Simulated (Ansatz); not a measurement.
Gas-phase electronic energies from Ansatz, PBE0-D4/def2-TZVP geometries. CBS: MP2 limit from def2 TZ/QZ plus the TZ coupled-cluster correction, frozen cores. Each species was taken in one conformer, which may not be the lowest.

Reaction (cleavage of the Si–Si bond): `O[SiH2][SiH]([SiH3])Cl` + `CNC` → `CN(C)[SiH]([SiH3])Cl` + `O[SiH3]`

```json
{"species": "`O[SiH2][SiH]([SiH3])Cl`", "CCSD(T)/CBS(def2) energy (Eh)": "-1406.48439"}
{"species": "`CNC`", "CCSD(T)/CBS(def2) energy (Eh)": "-135.00321"}
{"species": "`CN(C)[SiH]([SiH3])Cl`", "CCSD(T)/CBS(def2) energy (Eh)": "-1174.82266"}
{"species": "`O[SiH3]`", "CCSD(T)/CBS(def2) energy (Eh)": "-366.69042"}
```

Question: Work out ΔE.

Answer: ΔE = (-1174.82266) + (-366.69042) − (-1406.48439) − (-135.00321) = -0.02548 Eh = -0.69 eV.

Largest T1 diagnostic among the species: 0.012.

From PBE to PBE0 (25 % exact exchange), in def2-TZVPP and without D4, ΔE moves by −0.06 eV. The D4 term adds −0.07 eV with B3LYP and −0.04 eV with PBE0; it sums over pairs of atoms, weighted by their polarisabilities, and B3LYP, whose exchange is more repulsive, gets the larger term.

B3LYP here is the variant with VWN-RPA as its local correlation; programs differ in this.
